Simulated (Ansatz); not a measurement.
Method: PBE0-D3(BJ)/def2-SVP run with Ansatz (a quantum-chemistry and plane-wave program). No frequencies were computed at this level.

Ansatz 0.2 input:
```yaml
crystal:
  periodic: [false, false, false]
  atoms:
    - { symbol: B, position_ang: [1.626345, -1.319687, 0.963423] }
    - { symbol: C, position_ang: [1.093748, -0.727433, -0.395881] }
    - { symbol: C, position_ang: [1.302591, 0.78303, -0.575399] }
    - { symbol: C, position_ang: [0.390994, 1.54901, 0.379229] }
    - { symbol: C, position_ang: [-1.072079, 1.205226, 0.118643] }
    - { symbol: C, position_ang: [-1.288786, -0.309042, 0.24475] }
    - { symbol: C, position_ang: [-2.667785, -0.635305, -0.022947] }
    - { symbol: N, position_ang: [-3.758846, -0.887928, -0.255083] }
    - { symbol: C, position_ang: [-0.366926, -1.063068, -0.723886] }
    - { symbol: H, position_ang: [2.543723, -0.828466, 1.495861] }
    - { symbol: H, position_ang: [1.146456, -2.286075, 1.414847] }
    - { symbol: H, position_ang: [1.718631, -1.236164, -1.148089] }
    - { symbol: H, position_ang: [2.343819, 1.042318, -0.378919] }
    - { symbol: H, position_ang: [1.071415, 1.074499, -1.603957] }
    - { symbol: H, position_ang: [0.649974, 1.284583, 1.407928] }
    - { symbol: H, position_ang: [0.53784, 2.624432, 0.25838] }
    - { symbol: H, position_ang: [-1.717272, 1.732621, 0.82521] }
    - { symbol: H, position_ang: [-1.350364, 1.523135, -0.889573] }
    - { symbol: H, position_ang: [-1.055877, -0.624029, 1.270351] }
    - { symbol: H, position_ang: [-0.540044, -2.137407, -0.636544] }
    - { symbol: H, position_ang: [-0.607553, -0.764247, -1.748342] }
basis:
  gaussian: { orbitals: def2-svp }
hamiltonian:
  xc: pbe0
  dispersion: d3bj
relax:
  max_steps: 150
```

Output:

```
Functional definition: PBE0
2157 factors; integrals over basis functions are off by at most 3.3e-4 eV
mean field evaluation 1: about -9591.5410 eV, gradient 6.3e1 eV
mean field evaluation 2: about -9586.6470 eV, gradient 8.0e1 eV
mean field evaluation 4: about -9601.2869 eV, gradient 7.4e0 eV
mean field evaluation 8: about -9601.4808 eV, gradient 9.0e-2 eV
mean field evaluation 16: about -9601.4809 eV, gradient 3.9e-5 eV
mean field -9601.48085021 eV, -352.8479131276 hartree, gradient 3.9e-5 eV, S^2 0.000000; 0 other end points of the search recorded, 0 dependent functions left out
reference -9601.48088181 eV, -352.8479142891 hartree; 33, 33 occupied and 153, 153 virtual orbitals, 2157 factors
relax step   1: F+E_penalty+E_count = -9602.00543872 eV  Δ(F+E_penalty+E_count) = +0.000e0 eV  max|allowed force component| = 1.773e0 eV/Å  Δτ_max = 0.0000 Å  (27 SCF iters, accepted)
these checks for a lower state are left out or cut short: starts, cluster_reference, orbital_swaps, neighbouring_geometries, increment
2157 factors; integrals over basis functions are off by at most 3.5e-4 eV
mean field -9601.59074179 eV, -352.8519515687 hartree, gradient 1.7e-5 eV, S^2 0.000000; 0 other end points of the search recorded, 0 dependent functions left out
reference -9601.59077360 eV, -352.8519527377 hartree; 33, 33 occupied and 153, 153 virtual orbitals, 2157 factors
relax step   2: F+E_penalty+E_count = -9602.11035940 eV  Δ(F+E_penalty+E_count) = -1.049e-1 eV  max|allowed force component| = 3.943e-1 eV/Å  Δτ_max = 0.0527 Å  (31 SCF iters, accepted)
these checks for a lower state are left out or cut short: starts, cluster_reference, orbital_swaps, neighbouring_geometries, increment
2157 factors; integrals over basis functions are off by at most 3.6e-4 eV
mean field -9601.60385862 eV, -352.8524336034 hartree, gradient 1.6e-5 eV, S^2 0.000000; 0 other end points of the search recorded, 0 dependent functions left out
reference -9601.60389048 eV, -352.8524347742 hartree; 33, 33 occupied and 153, 153 virtual orbitals, 2157 factors
relax step   3: F+E_penalty+E_count = -9602.12220283 eV  Δ(F+E_penalty+E_count) = -1.184e-2 eV  max|allowed force component| = 2.419e-1 eV/Å  Δτ_max = 0.0528 Å  (31 SCF iters, accepted)
these checks for a lower state are left out or cut short: starts, cluster_reference, orbital_swaps, neighbouring_geometries, increment
2157 factors; integrals over basis functions are off by at most 3.6e-4 eV
mean field evaluation 32: about -9601.5340 eV, gradient 9.8e-1 eV
mean field -9601.60871701 eV, -352.8526121460 hartree, gradient 1.6e-5 eV, S^2 0.000000; 0 other end points of the search recorded, 0 dependent functions left out
reference -9601.60874884 eV, -352.8526133156 hartree; 33, 33 occupied and 153, 153 virtual orbitals, 2157 factors
relax step   4: F+E_penalty+E_count = -9602.12643397 eV  Δ(F+E_penalty+E_count) = -4.231e-3 eV  max|allowed force component| = 6.654e-2 eV/Å  Δτ_max = 0.0297 Å  (32 SCF iters, accepted)
these checks for a lower state are left out or cut short: starts, cluster_reference, orbital_swaps, neighbouring_geometries, increment
2157 factors; integrals over basis functions are off by at most 3.6e-4 eV
mean field -9601.61190297 eV, -352.8527292280 hartree, gradient 1.6e-5 eV, S^2 0.000000; 0 other end points of the search recorded, 0 dependent functions left out
reference -9601.61193476 eV, -352.8527303962 hartree; 33, 33 occupied and 153, 153 virtual orbitals, 2157 factors
relax step   5: F+E_penalty+E_count = -9602.12874936 eV  Δ(F+E_penalty+E_count) = -2.315e-3 eV  max|allowed force component| = 4.444e-2 eV/Å  Δτ_max = 0.0404 Å  (31 SCF iters, accepted)
these checks for a lower state are left out or cut short: starts, cluster_reference, orbital_swaps, neighbouring_geometries, increment
2157 factors; integrals over basis functions are off by at most 3.6e-4 eV
mean field -9601.03561749 eV, -352.8315511270 hartree, gradient 1.7e-5 eV, S^2 0.000000; 0 other end points of the search recorded, 0 dependent functions left out
reference -9601.03564875 eV, -352.8315522758 hartree; 33, 33 occupied and 153, 153 virtual orbitals, 2157 factors
relax step   6: F+E_penalty+E_count = -9601.55853422 eV  Δ(F+E_penalty+E_count) = +5.702e-1 eV  max|allowed force component| = 2.573e0 eV/Å  Δτ_max = 0.1139 Å  (31 SCF iters, rejected (line search))
these checks for a lower state are left out or cut short: starts, cluster_reference, orbital_swaps, neighbouring_geometries, increment
2157 factors; integrals over basis functions are off by at most 3.5e-4 eV
mean field -9601.61366532 eV, -352.8527939931 hartree, gradient 1.7e-5 eV, S^2 0.000000; 0 other end points of the search recorded, 0 dependent functions left out
reference -9601.61369702 eV, -352.8527951578 hartree; 33, 33 occupied and 153, 153 virtual orbitals, 2157 factors
relax step   7: F+E_penalty+E_count = -9602.13005235 eV  Δ(F+E_penalty+E_count) = -1.303e-3 eV  max|allowed force component| = 1.165e-2 eV/Å  Δτ_max = 0.0569 Å  (31 SCF iters, accepted)
these checks for a lower state are left out or cut short: starts, cluster_reference, orbital_swaps, neighbouring_geometries, increment
2157 factors; integrals over basis functions are off by at most 3.5e-4 eV
mean field evaluation 64: about -9601.6141 eV, gradient 2.7e-5 eV
mean field -9601.61405963 eV, -352.8528084838 hartree, gradient 2.6e-5 eV, S^2 0.000000; 0 other end points of the search recorded, 0 dependent functions left out
reference -9601.61409134 eV, -352.8528096489 hartree; 33, 33 occupied and 153, 153 virtual orbitals, 2157 factors
relax step   8: F+E_penalty+E_count = -9602.13025285 eV  Δ(F+E_penalty+E_count) = -2.005e-4 eV  max|allowed force component| = 4.054e-3 eV/Å  Δτ_max = 0.0102 Å  (25 SCF iters, accepted)
2157 factors; integrals over basis functions are off by at most 3.5e-4 eV
mean field -9601.61405963 eV, -352.8528084838 hartree, gradient 2.6e-5 eV, S^2 0.000000; 1 other end points of the search recorded, 0 dependent functions left out
reference -9601.61409134 eV, -352.8528096489 hartree; 33, 33 occupied and 153, 153 virtual orbitals, 2157 factors
Total energy: -9602.13028455 eV, -352.8717793997 hartree
Atom 0 at     1.690901    -1.366885     0.904892 Å, force     0.000118    -0.004054     0.003196 eV/Å
Atom 1 at     1.074490    -0.706779    -0.362442 Å, force    -0.000353     0.003159    -0.001893 eV/Å
Atom 2 at     1.313451     0.794550    -0.535118 Å, force     0.000196    -0.000704    -0.001161 eV/Å
Atom 3 at     0.369221     1.582384     0.367183 Å, force    -0.000409     0.001582     0.001590 eV/Å
Atom 4 at    -1.089731     1.228680     0.104855 Å, force     0.002086    -0.000238     0.001409 eV/Å
Atom 5 at    -1.326039    -0.284816     0.226663 Å, force     0.000358    -0.000625     0.000568 eV/Å
Atom 6 at    -2.721168    -0.625198    -0.041506 Å, force     0.000919    -0.000120     0.002127 eV/Å
Atom 7 at    -3.824282    -0.890034    -0.271859 Å, force    -0.003231     0.001815    -0.000670 eV/Å
Atom 8 at    -0.373665    -1.073748    -0.685977 Å, force     0.001143     0.000397     0.001565 eV/Å
Atom 9 at     2.685074    -0.899133     1.414090 Å, force     0.003312     0.000719     0.000838 eV/Å
Atom 10 at     1.251887    -2.411747     1.333247 Å, force    -0.000015     0.000523    -0.002309 eV/Å
Atom 11 at     1.735562    -1.258165    -1.081603 Å, force     0.000439    -0.000189     0.000189 eV/Å
Atom 12 at     2.359934     1.046846    -0.304793 Å, force     0.001595     0.000413     0.000499 eV/Å
Atom 13 at     1.136812     1.088743    -1.585422 Å, force     0.000074    -0.000356    -0.000803 eV/Å
Atom 14 at     0.614876     1.366629     1.423716 Å, force    -0.001603    -0.000713    -0.001440 eV/Å
Atom 15 at     0.515686     2.665596     0.231788 Å, force    -0.000483    -0.000949    -0.000434 eV/Å
Atom 16 at    -1.755315     1.766937     0.796888 Å, force    -0.001751    -0.000088    -0.001504 eV/Å
Atom 17 at    -1.371944     1.543886    -0.914462 Å, force    -0.001099    -0.000754    -0.000196 eV/Å
Atom 18 at    -1.124595    -0.586637     1.272449 Å, force    -0.001149    -0.000414    -0.001937 eV/Å
Atom 19 at    -0.545733    -2.152852    -0.557953 Å, force     0.000132     0.000361     0.000658 eV/Å
Atom 20 at    -0.615419    -0.828254    -1.734633 Å, force    -0.000277     0.000236    -0.000290 eV/Å
Dipole moment:     0.798271     0.276813    -0.006709 e Å
```

Cost: roughly 4 core-minutes.
